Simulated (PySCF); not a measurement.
CH2N, SMILES C=[N], multiplicity 2. Coordinates come from a PBE0-D3(BJ)/def2-TZVPD optimisation. The isomer is the one that the SMILES or the coordinates give; other isomers of the formula were not compared.

### Question
Give the equilibrium geometry at PBE0-D3(BJ)/def2-TZVPD (PySCF confirms it by a frequency run) as a Z-matrix, and its point group. (Estimate from the structure and the level; the computed values follow.)

### Answer
point group C2v.
```
C
N 1 1.2367
H 1 1.0986 2 121.39
H 1 1.0986 3 117.23 2 180.00
```
Charge 0, spin multiplicity 2.
